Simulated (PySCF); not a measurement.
# Two-photon absorption: ethylidifluoroborane (SMILES CCB(F)F)

Molfile (atoms numbered from 1):
```
C2H5BF2
     RDKit          3D

 10  9  0  0  0  0  0  0  0  0999 V2000
   -1.0619   -0.3831   -0.4651 C   0  0  0  0  0  0  0  0  0  0  0  0
    0.1457    0.5156   -0.2332 C   0  0  0  0  0  0  0  0  0  0  0  0
    1.1938   -0.0109    0.7924 B   0  0  0  0  0  0  0  0  0  0  0  0
    1.0639   -1.1699    1.4169 F   0  0  0  0  0  0  0  0  0  0  0  0
    2.2781    0.6876    1.0899 F   0  0  0  0  0  0  0  0  0  0  0  0
   -1.7462    0.0491   -1.1977 H   0  0  0  0  0  0  0  0  0  0  0  0
   -0.7609   -1.3672   -0.8297 H   0  0  0  0  0  0  0  0  0  0  0  0
   -1.6216   -0.5404    0.4594 H   0  0  0  0  0  0  0  0  0  0  0  0
    0.6795    0.7054   -1.1737 H   0  0  0  0  0  0  0  0  0  0  0  0
   -0.1658    1.5136    0.0999 H   0  0  0  0  0  0  0  0  0  0  0  0
  1  2  1  0
  2  3  1  0
  3  4  1  0
  3  5  1  0
  1  6  1  0
  1  7  1  0
  1  8  1  0
  2  9  1  0
  2 10  1  0
M  END
```

Method used: TDDFT CAM-B3LYP/def2-TZVPD excited states, vertical, gas phase in PySCF 2.14.0. Geometry: PBE0-D3(BJ)/def2-TZVP.

(1) Give the one- and two-photon strengths of the lowest singlets.

## Answers

(1) δ for parallel linear polarisation; σ at the peak of a Lorentzian of half width 0.1 eV, single beam; Ω is circular over linear.
| state | E (eV) | f | photon λ (nm) | δ (au) | σ (GM) | Ω | main |
| --- | --- | --- | --- | --- | --- | --- | --- |
| S1 | 8.33 | 0.011 | 298 | 4.11 | 0.10 | 1.50 | HOMO→LUMO+2 0.91 |
| S2 | 8.45 | 0.007 | 293 | 13 | 0.34 | 1.50 | HOMO→LUMO 0.90 |
| S3 | 9.02 | 0.000 | 275 | 18 | 0.54 | 1.50 | HOMO−1→LUMO 0.85 |
| S4 | 9.45 | 0.073 | 262 | 2.69 | 0.09 | 1.50 | HOMO→LUMO+1 0.85 |
| S5 | 9.50 | 0.048 | 261 | 11 | 0.36 | 1.19 | HOMO−1→LUMO+2 0.95 |
| S6 | 9.70 | 0.000 | 256 | 1.73 | 0.06 | 0.91 | HOMO−2→LUMO+2 0.85 |

Among these, the strongest one-photon state is S4, the strongest two-photon state S3, with a dipole change of 1.2 D (relaxed, norm of the difference vector).
